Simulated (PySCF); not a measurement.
## Spinor energies of Te (tellurium, neutral)

Start: [Kr] 4d10 5s2 5p4; 5p1/2 filled at m_j = -1/2, +1/2; 5p3/2 filled at m_j = +1/2, +3/2. Calculated with PySCF 2.14 in x2c-TZVPPall-2c (8s9p5d2f, 74 functions): generalised Hartree-Fock with the X2C-1e Hamiltonian and a Gaussian nucleus; one run each with spin-orbit coupling (SO) switched off, then screened by Boettger's factors.

| spinor shell | electrons | ε, spin-free (eV) | ε, screened SO (eV) | weight of nominal j (screened SO) | rms radius, screened SO (bohr) |
| --- | --- | --- | --- | --- | --- |
| 1s1/2 | 2 | -31972.9 | -31969.4 | 1.000 | 0.0318 |
| 2s1/2 | 2 | -5000.6 | -4999.5 | 1.000 | 0.130 |
| 2p1/2 | 2 | -4481.9 | -4672.5 | 1.000 | 0.112 |
| 2p3/2 | 4 | -4481.9 | -4395.4 | 1.000 | 0.117 |
| 3s1/2 | 2 | -1036.9 | -1036.5 | 1.000 | 0.343 |
| 3p1/2 | 2 | -864.22 | -900.73 | 1.000 | 0.336 |
| 3p3/2 | 4 | -864.22 | -847.39 | 1.000 | 0.347 |
| 3d3/2 | 4 | -603.70 | -609.97 | 1.000 | 0.320 |
| 3d5/2 | 6 | -603.70 | -599.05 | 1.000 | 0.323 |
| 4s1/2 | 2 | -193.33 | -193.13 | 1.000 | 0.815 |
| 4p1/2 | 2 | -137.33 | -144.28 | 1.000 | 0.858 |
| 4d3/2 | 4 | -53.103 | -53.933 | 0.996 | 1.04 |
| 4d5/2 | 6 | -53.103 | -52.275 | 0.997 | 1.05 |
| 5s1/2 | 2 | -20.294 | -20.227 | 0.999 | 2.28 |
| 5p3/2 | 2 | -9.745 | -10.098 | 0.779 | 2.85 |
| 5p1/2 | 2 | -9.745 | -9.476 | 0.716 | 2.83 |

Q: Where does 4p3/2 lie, and what is the 4p spin-orbit splitting (screened SO)?

A: At -133.94 eV, 10.343 eV above 4p1/2.

| quantity | spin-free | screened SO |
| --- | --- | --- |
| E (hartree) | -6789.95787 | -6791.85673 |
| M_J | 2 | 2 |
| ⟨J²⟩ | 6.014 | 6.027 |
| ⟨L²⟩ | 2.010 | 2.288 |
| ⟨S²⟩ | 2.004 | 1.901 |

Each row is a mean over spinors that exchange with the open shell spreads, by up to 4.140 eV (5s1/2).

Rows whose weight is well below 1 are mixtures of j = l ± 1/2: exchange outweighs spin-orbit coupling there, and the label is only the starting occupation.

Breit and QED terms are absent; they matter most for the inner s and p1/2 levels.

Densities and radii are taken from the X2C orbitals without a picture-change correction, which distorts them close to the nucleus.

Without spin-orbit coupling the j labels of p, d and f shells carry no meaning; the spin-free column gives the mean over the occupied spinors of each nl shell.
